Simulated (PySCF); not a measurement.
**Electronic structure of Nb (niobium, neutral) at the LDA level**

Configuration: [Kr] 4d4 5s1, high-spin 6D determinant. Computed with PySCF 2.14 in x2c-TZVPPall with one added diffuse shell each of s, p, d, f type (9s7p7d3f1g, 95 functions), with scalar relativity by spin-free X2C-1e.

* Total energy: -3814.75 hartree
* One-electron energy: -5270.12 hartree
* Hartree (Coulomb) energy: 1570.66 hartree
* Exchange-correlation energy: -115.29 hartree
* ⟨S²⟩: 8.7505
* ⟨L²⟩: 6.005
* Sum of ⟨r⟩: 31.58 bohr
* Sum of ⟨r²⟩: 57.88 bohr²
* Traceless quadrupole moment −½Σ⟨3z² − r²⟩ along its main axis: -1.67 e·bohr²
* Langevin diamagnetic susceptibility: -45.8 ×10⁻⁶ cm³/mol

| shell | electrons | mean orbital energy (eV) | spread (eV) | rms radius, mean of both spins (bohr) |
| --- | --- | --- | --- | --- |
| 1s α | 1 | -18753.7 | 0 | 0.0415 |
| 1s β | 1 | -18753.7 | 0 | 0.0415 |
| 2s α | 1 | -2624.8 | 0 | 0.171 |
| 2s β | 1 | -2624.5 | 0 | 0.171 |
| 2p α | 3 | -2346.6 | 0.110 | 0.152 |
| 2p β | 3 | -2346.4 | 0.159 | 0.152 |
| 3s α | 1 | -437.02 | 0 | 0.475 |
| 3s β | 1 | -436.78 | 0 | 0.475 |
| 3p α | 3 | -345.98 | 0.268 | 0.481 |
| 3p β | 3 | -345.72 | 0.327 | 0.481 |
| 3d α | 5 | -196.35 | 0.260 | 0.476 |
| 3d β | 5 | -196.00 | 0.385 | 0.476 |
| 4s α | 1 | -58.744 | 0 | 1.23 |
| 4s β | 1 | -56.946 | 0 | 1.23 |
| 4p α | 3 | -35.048 | 0.465 | 1.40 |
| 4p β | 3 | -33.031 | 0.859 | 1.40 |
| 5s α | 1 | -4.670 | 0 | 3.82 |
| 4d α | 4 | -3.799 | 0.482 | 2.46 |

Densities and radii are taken from the X2C orbitals without a picture-change correction, which distorts them close to the nucleus.
